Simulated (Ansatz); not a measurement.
Steps of a relaxation of F4HOTa (`[OH][Ta]([F])([F])([F])[F]`) with RKS PBE-D4/def2-SVP.

```sh
$ ansatz run in.yaml --threads 4 --pin off --events-out ev --progress --plain --max-ram 10444MiB
```

```yaml
crystal:
  periodic: [false, false, false]
  atoms:
    - {symbol: O, position_ang: [-0.340600, -1.391000, -1.188500]}
    - {symbol: Ta, position_ang: [0.475900, 0.171900, 0.712900]}
    - {symbol: F, position_ang: [1.964800, -1.065700, 1.475300]}
    - {symbol: F, position_ang: [-1.520700, 0.723900, -0.211200]}
    - {symbol: F, position_ang: [-0.166500, 1.541700, -0.762600]}
    - {symbol: F, position_ang: [-0.686200, 1.938400, 0.824100]}
    - {symbol: H, position_ang: [0.334500, -1.987100, -0.895700]}
basis:
  gaussian: {orbitals: def2-SVP}
hamiltonian: {xc: pbe, dispersion: d4}
relax: {f_tol: 0.03, max_steps: 200}
```

Positions (Å) and forces (eV/Å) along the path, 12 of 12 steps:

```xyz
7
step=1 energy=-14454.2197 eV
O    -0.341   -1.391   -1.188    0.503    3.394    2.745
Ta    0.476    0.172    0.713   -3.275    1.855   -4.520
F     1.965   -1.066    1.475   -2.707    2.358   -1.230
F    -1.521    0.724   -0.211   -6.488   -5.869   -1.458
F    -0.167    1.542   -0.763    7.881   -2.108   -8.485
F    -0.686    1.938    0.824    2.692    2.189   12.788
H     0.335   -1.987   -0.896    1.394   -1.821    0.160
7
step=2 energy=-14459.7832 eV
O    -0.293   -1.306   -1.085    1.849    2.208    3.520
Ta    0.408    0.185    0.604   -4.764    2.473   -5.930
F     1.876   -0.992    1.431   -2.334    1.974   -1.111
F    -1.590    0.667   -0.238   -3.863   -3.757    0.531
F    -0.078    1.483   -0.853    6.038   -1.438   -2.408
F    -0.612    1.918    1.000    2.883   -0.939    5.660
H     0.351   -2.022   -0.904    0.192   -0.521   -0.262
7
step=3 energy=-14463.9605 eV
O    -0.251   -1.243   -0.995    2.189    0.830    2.807
Ta    0.291    0.236    0.456   -5.256   -0.708   -3.087
F     1.814   -0.942    1.400   -2.637    2.289   -1.557
F    -1.642    0.600   -0.225   -1.536   -3.787    2.190
F     0.031    1.439   -0.879    5.661    1.468   -3.820
F    -0.544    1.882    1.105    2.080   -0.798    3.596
H     0.362   -2.039   -0.908   -0.501    0.706   -0.128
7
step=4 energy=-14467.0257 eV
O    -0.213   -1.198   -0.922    1.767   -1.946    0.616
Ta    0.129    0.225    0.350   -0.197   -0.730    0.780
F     1.719   -0.865    1.344   -2.828    2.082   -1.580
F    -1.650    0.495   -0.157   -2.083   -1.811    0.946
F     0.182    1.463   -0.949    3.144    1.380   -2.869
F    -0.478    1.854    1.191    1.160   -0.533    2.180
H     0.372   -2.042   -0.904   -0.965    1.559   -0.073
7
step=5 energy=-14468.4476 eV
O    -0.186   -1.216   -0.891    1.216   -1.835    0.087
Ta    0.116    0.213    0.344   -1.057    1.882   -1.318
F     1.577   -0.761    1.265   -1.322    1.001   -0.507
F    -1.697    0.437   -0.110   -1.069   -1.167    0.832
F     0.291    1.488   -1.004    1.934   -0.358   -0.594
F    -0.425    1.817    1.256    0.903   -0.489    1.589
H     0.384   -2.044   -0.905   -0.605    0.966   -0.090
7
step=6 energy=-14469.5347 eV
O    -0.162   -1.256   -0.882    0.612   -0.673    0.099
Ta    0.074    0.262    0.268   -1.825    1.739   -1.376
F     1.428   -0.643    1.218    0.240    0.022    0.533
F    -1.774    0.362   -0.024   -0.605   -0.478    0.523
F     0.447    1.478   -1.082    0.979   -0.073   -0.298
F    -0.362    1.779    1.375    0.714   -0.605    0.634
H     0.409   -2.049   -0.919   -0.115    0.068   -0.114
7
step=7 energy=-14470.1270 eV
O    -0.098   -1.290   -0.891    0.439   -0.121   -0.027
Ta   -0.001    0.310    0.156   -1.310    0.818   -0.345
F     1.242   -0.582    1.257    0.204    0.136    0.257
F    -1.874    0.338    0.103   -0.083   -0.271    0.139
F     0.517    1.502   -1.182    0.450   -0.083   -0.119
F    -0.219    1.713    1.444    0.452   -0.329    0.183
H     0.494   -2.060   -0.934   -0.152   -0.152   -0.089
7
step=8 energy=-14470.3138 eV
O    -0.008   -1.271   -0.907    0.359    0.047    0.118
Ta   -0.072    0.336    0.119   -0.049    0.328    0.333
F     1.140   -0.434    1.346    0.036   -0.254   -0.190
F    -1.942    0.241    0.208   -0.084    0.003    0.018
F     0.618    1.469   -1.209   -0.041   -0.082    0.103
F    -0.124    1.707    1.458   -0.065   -0.069   -0.362
H     0.448   -2.116   -1.061   -0.157    0.027   -0.020
7
step=9 energy=-14470.3382 eV
O     0.148   -1.212   -0.897   -0.316   -0.028    0.057
Ta   -0.097    0.337    0.183    0.530   -0.568   -0.494
F     1.029   -0.517    1.434   -0.084    0.224    0.206
F    -1.960    0.173    0.315   -0.033    0.000    0.022
F     0.599    1.396   -1.203   -0.066    0.155    0.090
F    -0.068    1.849    1.329   -0.033    0.044    0.093
H     0.409   -2.094   -1.207    0.002    0.173    0.026
7
step=10 energy=-14470.3759 eV
O     0.132   -1.251   -0.859   -0.019   -0.075   -0.091
Ta   -0.048    0.315    0.184   -0.014    0.163    0.116
F     1.072   -0.438    1.493    0.052    0.005    0.087
F    -1.912    0.136    0.312   -0.026   -0.018   -0.003
F     0.653    1.402   -1.177    0.019    0.011   -0.020
F    -0.147    1.856    1.308    0.003   -0.121   -0.098
H     0.312   -2.090   -1.307   -0.015    0.034    0.009
7
step=11 energy=-14470.3794 eV
O     0.136   -1.254   -0.854    0.002    0.009    0.008
Ta   -0.035    0.310    0.198    0.000    0.011    0.005
F     1.085   -0.414    1.524   -0.005    0.015    0.003
F    -1.899    0.106    0.326    0.011    0.004    0.001
F     0.685    1.385   -1.166   -0.005   -0.005    0.013
F    -0.178    1.870    1.279    0.000   -0.003   -0.003
H     0.267   -2.071   -1.353   -0.003   -0.031   -0.028
7
step=12 energy=-14470.3798 eV
O     0.143   -1.257   -0.849    0.001   -0.002    0.000
Ta   -0.029    0.307    0.202   -0.001    0.015    0.010
F     1.090   -0.403    1.536   -0.002    0.003   -0.002
F    -1.892    0.095    0.330    0.005    0.000    0.000
F     0.695    1.378   -1.161   -0.001   -0.003    0.004
F    -0.191    1.875    1.269   -0.001   -0.001   -0.002
H     0.245   -2.063   -1.373   -0.001   -0.012   -0.011
```

Hardware: 4 threads of an Arm Neoverse V2 on a shared host. Wall time 17 s, peak host memory 0.17 GiB.
